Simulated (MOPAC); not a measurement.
MOPAC input (PM3):

```
PM3 PRECISE GNORM=0.05 LET XYZ CHARGE=-1 GEO-OK AUX(PRECISION=9) THREADS=1
CH2F3Ge

C     1.89547100 1    0.30304800 1    0.42458500 1
Ge    0.12137400 1    0.00597900 1    0.00875200 1
F    -0.82115400 1    1.46908100 1   -0.31330800 1
F    -0.57722000 1   -0.96569500 1   -1.32853300 1
F    -0.82837400 1   -0.74543100 1    1.29953300 1
H     2.39434200 1    0.81198900 1   -0.40330900 1
H     2.38959800 1   -0.64318500 1    0.65650200 1
```

From the output:

```
                                                       MOPAC v23.2.5 Linux

          FINAL HEAT OF FORMATION =       -212.36908 KCAL/MOL =    -888.55221 KJ/MOL

          COSMO AREA              =        112.63 SQUARE ANGSTROMS
          COSMO VOLUME            =         99.50 CUBIC ANGSTROMS

          GRADIENT NORM           =          0.03130          =       0.01183 PER ATOM
          IONIZATION POTENTIAL    =          2.337752 EV
          HOMO LUMO ENERGIES (EV) =         -2.338  4.976
          NO. OF FILLED LEVELS    =         16
          MOLECULAR WEIGHT        =        143.6120         POINT GROUP:  Cs

          MOLECULAR DIMENSIONS (Angstroms)

            Atom       Atom       Distance
            H     7    F     3     3.92415
            H     6    F     5     3.75685
            F     4    H     6     2.13216

          SCF CALCULATIONS        =         21

   ATOM   CHEMICAL          X               Y               Z
  NUMBER   SYMBOL      (ANGSTROMS)     (ANGSTROMS)     (ANGSTROMS)

     1       C          1.82909865  *   0.21698234  *   0.30621053  *
     2      Ge          0.10075902  *   0.01418810  *   0.01976696  *
     3       F         -0.74497134  *   1.48593706  *  -0.39169745  *
     4       F         -0.63904348  *  -0.92846594  *  -1.27706504  *
     5       F         -0.75274476  *  -0.82536587  *   1.29158913  *
     6       H          2.40088233  *   0.99100569  *  -0.17529534  *
     7       H          2.39643605  *  -0.48253363  *   0.89501925  *

                             CARTESIAN COORDINATES

   1    C        1.829098652     0.216982343     0.306210533
   2   Ge        0.100759024     0.014188104     0.019766959
   3    F       -0.744971343     1.485937058    -0.391697452
   4    F       -0.639043480    -0.928465939    -1.277065044
   5    F       -0.752744762    -0.825365866     1.291589133
   6    H        2.400882333     0.991005688    -0.175295337
   7    H        2.396436053    -0.482533626     0.895019245

           Empirical Formula: C H2 Ge F3  =     7 atoms

      MOLECULAR POINT GROUP   :   Cs

                  EIGENVALUES
 -21.14140 -16.32242 -16.06514 -15.00582 -11.83600 -11.08724 -10.93225 -10.83001
 -10.28584 -10.09942  -9.85896  -9.42995  -9.36397  -8.25621  -6.83523  -2.33775
   4.97643   5.32593   6.12231   7.29232  10.08884  10.46879

              NET ATOMIC CHARGES AND DIPOLE CONTRIBUTIONS

  ATOM NO.   TYPE          CHARGE      No. of ELECS.   s-Pop       p-Pop
    1          C          -0.721568        4.7216     1.23227     3.48930
    2         Ge           0.646047        3.3540     0.81247     2.54148
    3          F          -0.341310        7.3413     1.68548     5.65583
    4          F          -0.396950        7.3970     1.73056     5.66639
    5          F          -0.341506        7.3415     1.68564     5.65587
    6          H           0.077639        0.9224     0.92236
    7          H           0.077649        0.9224     0.92235
 DIPOLE           X         Y         Z       TOTAL
 POINT-CHG.    -0.780     0.138     0.183     0.813
 HYBRID         0.222    -0.089    -0.122     0.268
 SUM           -0.558     0.049     0.060     0.564

          ATOMIC ORBITAL ELECTRON POPULATIONS

     Atom    s        px        py        pz
    1  C   1.23227   1.01199   1.17020   1.30711
    2 Ge   0.81247   0.91399   0.78048   0.84702
    3  F   1.68548   1.90997   1.79006   1.95580
    4  F   1.73056   1.92927   1.89757   1.83955
    5  F   1.68564   1.90884   1.91173   1.83529
    6  H   0.92236
    7  H   0.92235

 **********************
 *                    *
 * JOB ENDED NORMALLY *
 *                    *
 **********************

 == MOPAC DONE ==
```

The dipole moment of an ion depends on the origin.

The geometry given is a B3LYP-D3(BJ)/def2-TZVP minimum.
